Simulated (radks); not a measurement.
Numerical settings for neutral silver, [Kr] 4d10 5s1. All-electron calculation, non-relativistic Kohn-Sham, BLYP, spin-polarised, spherical densities, point nucleus; open shells are filled with parallel spins first (spin-orbit coupling, left out, can overturn this in heavy ions); relativity is left out, which matters for an element this heavy. Program: a radial shooting solver on a logarithmic mesh with Libxc functionals. The defaults (mesh step 0.008 in ln r, mesh end at 40 bohr or more with all orbitals vanishing there, Anderson mixing 0.5 over 9 steps, residual threshold near 1e-9 with the energy settled to 1e-9 hartree or 1e-11 of itself, here a cap of 50 iterations) give E = -5200.1293 hartree and 5s at -4.256 eV in 15 iterations. Run on one thread of a shared host, so times are rough (Arm Neoverse V1): 0.2 s of CPU time, 0.2 s wall, 15 iterations on 2725 mesh points. Changes against that run (0 stands for a change within the tolerance of the run):

setting,iterations,converged,E (mhartree),e(5s) (meV),CPU (s)
mesh step in ln r 0.12,2,no,diverged,-,0.01
mesh step in ln r 0.2,4,no,diverged,-,0.01
mesh step in ln r 0.003,15,yes,0,0,0.5
mesh end (bohr) 8,14,yes,+2.97,+183,0.17
mesh end (bohr) 12,15,yes,+0.0427,+4.87,0.18
residual threshold 1e-13,50,no,0,0,0.38
residual threshold 0.01,10,yes,0,+0.518,0.15
mixing 0.05,6,no,diverged,-,0.12
"linear mixing, mixing 1",50,no,+1.31e+05,+4.25e+03,1.8
"linear mixing, mixing 0.05",50,no,+0.824,-345,0.55
mixing history 2,24,yes,0,0,0.26
iteration cap 3,3,no,+2.92,+175,0.06

Settings that end as converged yet miss the energy by more than 1 mhartree: mesh end (bohr) 8 (+0.00297 hartree). A mesh that ends early acts as a hard wall.
